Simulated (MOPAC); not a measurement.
Input file for MOPAC: PM6 on BH5N2 (SMILES NBN), a point of a torsion scan.

```
PM6 1SCF PRECISE CHARGE=0 THREADS=1
BH5N2

N      1.24131876 1    -0.18570575 1     0.10832732 1
B      0.05614826 1     0.60461226 1     0.19082575 1
N     -0.79632387 1     0.51222163 1     1.29520250 1
H      1.35684279 1    -0.81777439 1    -0.66462352 1
H      1.49307778 1    -0.68266791 1     0.95365062 1
H     -0.26828931 1     1.25475865 1    -0.72991590 1
H     -0.56823371 1    -0.01739160 1     2.12063000 1
H     -1.57779152 1     1.12717694 1     1.43889151 1
```

Output:

```
*******************************************************************************
 **                                                                           **
 **                              MOPAC v23.2.5                                **
 **                                                                           **
 *******************************************************************************
 ** MOPAC's Digital Object Identifier: https://doi.org/10.5281/zenodo.6511958 **
 **                                                                           **
 ** Please cite the open-source release paper for use of this MOPAC version:  **
 ** J. E. Moussa and J. J. P. Stewart (2026)                                  **
 ** MOPAC: An open-source semiempirical molecular orbital program             **
 ** J. Open Source Softw., 11(119), 8025, https://doi.org/10.21105/joss.08025 **
 *******************************************************************************

                              PM6 CALCULATION RESULTS

 *******************************************************************************
 *  PM6        - The PM6 Hamiltonian to be used
 *
 *
 *
 *                 CHARGE ON SYSTEM = 0
 *
 *
 *
 *  PRECISE    - TIGHTER CRITERIA TO BE USED
 *  1SCF       - DO 1 SCF AND THEN STOP
 *  THREADS=1  - MULTI-THREADING NOT USED
 *  T=         - A TIME OF 172800.0 SECONDS REQUESTED
 *  DUMP=N     - RESTART FILE WRITTEN EVERY 7200.0 SECONDS REQUESTED
 *******************************************************************************
PM6 1SCF PRECISE CHARGE=0 THREADS=1
 BH5N2

   ATOM   CHEMICAL          X               Y               Z
  NUMBER   SYMBOL      (ANGSTROMS)     (ANGSTROMS)     (ANGSTROMS)

     1       N          1.24131876  *  -0.18570575  *   0.10832732  *
     2       B          0.05614826  *   0.60461226  *   0.19082575  *
     3       N         -0.79632387  *   0.51222163  *   1.29520250  *
     4       H          1.35684279  *  -0.81777439  *  -0.66462352  *
     5       H          1.49307778  *  -0.68266791  *   0.95365062  *
     6       H         -0.26828931  *   1.25475865  *  -0.72991590  *
     7       H         -0.56823371  *  -0.01739160  *   2.12063000  *
     8       H         -1.57779152  *   1.12717694  *   1.43889151  *



          CARTESIAN COORDINATES

    NO.       ATOM           X           Y           Z

     1         N          1.2413     -0.1857      0.1083
     2         B          0.0561      0.6046      0.1908
     3         N         -0.7963      0.5122      1.2952
     4         H          1.3568     -0.8178     -0.6646
     5         H          1.4931     -0.6827      0.9537
     6         H         -0.2683      1.2548     -0.7299
     7         H         -0.5682     -0.0174      2.1206
     8         H         -1.5778      1.1272      1.4389

 General Reference for PM6:
 "Optimization of Parameters for Semiempirical Methods V: Modification of NDDO Approximations
 and Application to 70 Elements", J. J. P. Stewart, J. Mol. Mod., 13, 1173-1213 (2007)
 URL: https://link.springer.com/article/10.1007/s00894-007-0233-4

           Empirical Formula: H5 N2 B  =     8 atoms



      MOLECULAR POINT GROUP   :   C1


      RHF CALCULATION, NO. OF DOUBLY OCCUPIED LEVELS = 9


 -------------------------------------------------------------------------------
 PM6 1SCF PRECISE CHARGE=0 THREADS=1
 BH5N2



     1SCF WAS SPECIFIED, SO BFGS WAS NOT USED
     SCF FIELD WAS ACHIEVED


                              PM6 CALCULATION
                                                       MOPAC v23.2.5 Linux




          FINAL HEAT OF FORMATION =        -32.79391 KCAL/MOL =    -137.20971 KJ/MOL


          COSMO AREA              =         85.03 SQUARE ANGSTROMS
          COSMO VOLUME            =         65.99 CUBIC ANGSTROMS

          IONIZATION POTENTIAL    =          9.343685 EV
          HOMO LUMO ENERGIES (EV) =         -9.344  1.839
          NO. OF FILLED LEVELS    =          9
          MOLECULAR WEIGHT        =         43.8629         POINT GROUP:  C1

          MOLECULAR DIMENSIONS (Angstroms)

            Atom       Atom       Distance
            H     8    H     4     4.10118
            H     7    H     6     2.94649
            H     8    H     5     0.75723


          SCF CALCULATIONS        =          1





   ATOM   CHEMICAL          X               Y               Z
  NUMBER   SYMBOL      (ANGSTROMS)     (ANGSTROMS)     (ANGSTROMS)

     1       N          1.24131876  *  -0.18570575  *   0.10832732  *
     2       B          0.05614826  *   0.60461226  *   0.19082575  *
     3       N         -0.79632387  *   0.51222163  *   1.29520250  *
     4       H          1.35684279  *  -0.81777439  *  -0.66462352  *
     5       H          1.49307778  *  -0.68266791  *   0.95365062  *
     6       H         -0.26828931  *   1.25475865  *  -0.72991590  *
     7       H         -0.56823371  *  -0.01739160  *   2.12063000  *
     8       H         -1.57779152  *   1.12717694  *   1.43889151  *

                             CARTESIAN COORDINATES

   1    N        1.241318760    -0.185705750     0.108327320
   2    B        0.056148260     0.604612260     0.190825750
   3    N       -0.796323870     0.512221630     1.295202500
   4    H        1.356842790    -0.817774390    -0.664623520
   5    H        1.493077780    -0.682667910     0.953650620
   6    H       -0.268289310     1.254758650    -0.729915900
   7    H       -0.568233710    -0.017391600     2.120630000
   8    H       -1.577791520     1.127176940     1.438891510


           Empirical Formula: H5 N2 B  =     8 atoms



      MOLECULAR POINT GROUP   :   C1


                  EIGENVALUES
 -30.93500 -29.86727 -18.42117 -17.68149 -16.33031 -14.84741 -11.60339 -11.11487
  -9.34368   1.83925   2.65583   3.73220   5.30574   5.89163   6.49565   7.10950
   7.40387


              NET ATOMIC CHARGES AND DIPOLE CONTRIBUTIONS

  ATOM NO.   TYPE          CHARGE      No. of ELECS.   s-Pop       p-Pop
    1          N          -0.516778        5.5168     1.51281     4.00397
    2          B           0.026287        2.9737     1.01040     1.96331
    3          N          -0.495278        5.4953     1.46062     4.03465
    4          H           0.238656        0.7613     0.76134
    5          H           0.202350        0.7976     0.79765
    6          H           0.082642        0.9174     0.91736
    7          H           0.222619        0.7774     0.77738
    8          H           0.239503        0.7605     0.76050
 DIPOLE           X         Y         Z       TOTAL
 POINT-CHG.    -0.702    -0.506     0.472     0.986
 HYBRID        -0.192    -0.724     1.006     1.255
 SUM           -0.895    -1.230     1.478     2.121


          ATOMIC ORBITAL ELECTRON POPULATIONS

     Atom    s        px        py        pz
    1  N   1.51281   1.45181   1.37819   1.17397
    2  B   1.01040   0.59231   0.63341   0.73760
    3  N   1.46062   1.32138   1.45100   1.26228
    4  H   0.76134
    5  H   0.79765
    6  H   0.91736
    7  H   0.77738
    8  H   0.76050

 **********************
 *                    *
 * JOB ENDED NORMALLY *
 *                    *
 **********************




 == MOPAC DONE ==
```

The run finished.

Cost: roughly 0.020 core-seconds.
